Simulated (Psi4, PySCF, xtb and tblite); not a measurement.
Torsional profile of H₄Cl₃FSi₃, SMILES F[SiH2][SiH2][Si](Cl)(Cl)Cl. Scanned: dihedral F1–Si2–Si3–Si4; all other coordinates were relaxed at GFN2-xTB. GFN2-xTB can order the conformers of Si and Ge chains otherwise than DFT does. Points at φ and −φ are mirror images. Heavy atoms are numbered in the order of the SMILES F[SiH2][SiH2][Si](Cl)(Cl)Cl, hydrogens after them in the order of the atoms that carry them; the mirror image has the same energies with the sign of each dihedral reversed.

Methods: RMP2/6-31G* = restricted MP2 (frozen core)/6-31G*, spherical d // GFN2-xTB (PySCF); RMP2/3-21G = restricted MP2 (frozen core)/3-21G // GFN2-xTB in PySCF 2.14.0; GFN2-xTB (xtb and tblite); MP2/cc-pVTZ = DF-MP2 (frozen core)/cc-pVTZ // GFN2-xTB in Psi4.

Energies relative to the lowest point of each profile, in kJ/mol; the last columns give the difference from MP2:

```json
[
 {"φ / °": "-160", "RMP2/6-31G*": "0.55", "RMP2/3-21G": "0.80", "GFN2-xTB": "0.21", "MP2/cc-pVTZ": "0.87", "RMP2/6-31G* − MP2/cc-pVTZ": "-0.33", "RMP2/3-21G − MP2/cc-pVTZ": "-0.07", "GFN2-xTB − MP2/cc-pVTZ": "-0.66"},
 {"φ / °": "-140", "RMP2/6-31G*": "1.52", "RMP2/3-21G": "2.68", "GFN2-xTB": "0.66", "MP2/cc-pVTZ": "2.73", "RMP2/6-31G* − MP2/cc-pVTZ": "-1.21", "RMP2/3-21G − MP2/cc-pVTZ": "-0.05", "GFN2-xTB − MP2/cc-pVTZ": "-2.06"},
 {"φ / °": "-120", "RMP2/6-31G*": "2.17", "RMP2/3-21G": "3.75", "GFN2-xTB": "1.06", "MP2/cc-pVTZ": "3.76", "RMP2/6-31G* − MP2/cc-pVTZ": "-1.59", "RMP2/3-21G − MP2/cc-pVTZ": "-0.01", "GFN2-xTB − MP2/cc-pVTZ": "-2.69"},
 {"φ / °": "-100", "RMP2/6-31G*": "1.98", "RMP2/3-21G": "3.17", "GFN2-xTB": "1.25", "MP2/cc-pVTZ": "3.07", "RMP2/6-31G* − MP2/cc-pVTZ": "-1.08", "RMP2/3-21G − MP2/cc-pVTZ": "0.10", "GFN2-xTB − MP2/cc-pVTZ": "-1.81"},
 {"φ / °": "-80", "RMP2/6-31G*": "1.42", "RMP2/3-21G": "2.63", "GFN2-xTB": "1.26", "MP2/cc-pVTZ": "1.53", "RMP2/6-31G* − MP2/cc-pVTZ": "-0.11", "RMP2/3-21G − MP2/cc-pVTZ": "1.10", "GFN2-xTB − MP2/cc-pVTZ": "-0.27"},
 {"φ / °": "-60", "RMP2/6-31G*": "0.91", "RMP2/3-21G": "2.97", "GFN2-xTB": "1.21", "MP2/cc-pVTZ": "0.78", "RMP2/6-31G* − MP2/cc-pVTZ": "0.13", "RMP2/3-21G − MP2/cc-pVTZ": "2.19", "GFN2-xTB − MP2/cc-pVTZ": "0.43"},
 {"φ / °": "-40", "RMP2/6-31G*": "0.22", "RMP2/3-21G": "2.74", "GFN2-xTB": "1.26", "MP2/cc-pVTZ": "1.19", "RMP2/6-31G* − MP2/cc-pVTZ": "-0.97", "RMP2/3-21G − MP2/cc-pVTZ": "1.55", "GFN2-xTB − MP2/cc-pVTZ": "0.07"},
 {"φ / °": "-20", "RMP2/6-31G*": "0.00", "RMP2/3-21G": "1.43", "GFN2-xTB": "1.40", "MP2/cc-pVTZ": "2.39", "RMP2/6-31G* − MP2/cc-pVTZ": "-2.39", "RMP2/3-21G − MP2/cc-pVTZ": "-0.96", "GFN2-xTB − MP2/cc-pVTZ": "-0.99"},
 {"φ / °": "0", "RMP2/6-31G*": "0.08", "RMP2/3-21G": "0.81", "GFN2-xTB": "1.49", "MP2/cc-pVTZ": "3.07", "RMP2/6-31G* − MP2/cc-pVTZ": "-2.99", "RMP2/3-21G − MP2/cc-pVTZ": "-2.26", "GFN2-xTB − MP2/cc-pVTZ": "-1.57"},
 {"φ / °": "20", "RMP2/6-31G*": "0.00", "RMP2/3-21G": "1.43", "GFN2-xTB": "1.40", "MP2/cc-pVTZ": "2.39", "RMP2/6-31G* − MP2/cc-pVTZ": "-2.39", "RMP2/3-21G − MP2/cc-pVTZ": "-0.96", "GFN2-xTB − MP2/cc-pVTZ": "-0.99"},
 {"φ / °": "40", "RMP2/6-31G*": "0.22", "RMP2/3-21G": "2.74", "GFN2-xTB": "1.26", "MP2/cc-pVTZ": "1.19", "RMP2/6-31G* − MP2/cc-pVTZ": "-0.97", "RMP2/3-21G − MP2/cc-pVTZ": "1.55", "GFN2-xTB − MP2/cc-pVTZ": "0.07"},
 {"φ / °": "60", "RMP2/6-31G*": "0.91", "RMP2/3-21G": "2.97", "GFN2-xTB": "1.21", "MP2/cc-pVTZ": "0.78", "RMP2/6-31G* − MP2/cc-pVTZ": "0.13", "RMP2/3-21G − MP2/cc-pVTZ": "2.19", "GFN2-xTB − MP2/cc-pVTZ": "0.43"},
 {"φ / °": "80", "RMP2/6-31G*": "1.42", "RMP2/3-21G": "2.63", "GFN2-xTB": "1.26", "MP2/cc-pVTZ": "1.53", "RMP2/6-31G* − MP2/cc-pVTZ": "-0.11", "RMP2/3-21G − MP2/cc-pVTZ": "1.10", "GFN2-xTB − MP2/cc-pVTZ": "-0.27"},
 {"φ / °": "100", "RMP2/6-31G*": "1.98", "RMP2/3-21G": "3.17", "GFN2-xTB": "1.25", "MP2/cc-pVTZ": "3.07", "RMP2/6-31G* − MP2/cc-pVTZ": "-1.08", "RMP2/3-21G − MP2/cc-pVTZ": "0.10", "GFN2-xTB − MP2/cc-pVTZ": "-1.81"},
 {"φ / °": "120", "RMP2/6-31G*": "2.17", "RMP2/3-21G": "3.75", "GFN2-xTB": "1.06", "MP2/cc-pVTZ": "3.76", "RMP2/6-31G* − MP2/cc-pVTZ": "-1.59", "RMP2/3-21G − MP2/cc-pVTZ": "-0.01", "GFN2-xTB − MP2/cc-pVTZ": "-2.69"},
 {"φ / °": "140", "RMP2/6-31G*": "1.52", "RMP2/3-21G": "2.68", "GFN2-xTB": "0.66", "MP2/cc-pVTZ": "2.73", "RMP2/6-31G* − MP2/cc-pVTZ": "-1.21", "RMP2/3-21G − MP2/cc-pVTZ": "-0.05", "GFN2-xTB − MP2/cc-pVTZ": "-2.06"},
 {"φ / °": "160", "RMP2/6-31G*": "0.55", "RMP2/3-21G": "0.80", "GFN2-xTB": "0.21", "MP2/cc-pVTZ": "0.87", "RMP2/6-31G* − MP2/cc-pVTZ": "-0.33", "RMP2/3-21G − MP2/cc-pVTZ": "-0.07", "GFN2-xTB − MP2/cc-pVTZ": "-0.66"},
 {"φ / °": "180", "RMP2/6-31G*": "0.14", "RMP2/3-21G": "0.00", "GFN2-xTB": "0.00", "MP2/cc-pVTZ": "0.00", "RMP2/6-31G* − MP2/cc-pVTZ": "0.14", "RMP2/3-21G − MP2/cc-pVTZ": "0.00", "GFN2-xTB − MP2/cc-pVTZ": "0.00"}
]
```

RMP2/6-31G* is furthest from MP2/cc-pVTZ at 0 (-2.99 kJ/mol, below); its mean absolute difference over the points is 1.04 kJ/mol.

RMP2/3-21G is furthest from MP2/cc-pVTZ at 0 (-2.26 kJ/mol, below); its mean absolute difference over the points is 0.80 kJ/mol.

GFN2-xTB is furthest from MP2/cc-pVTZ at -120 (-2.69 kJ/mol, below); its mean absolute difference over the points is 1.09 kJ/mol.
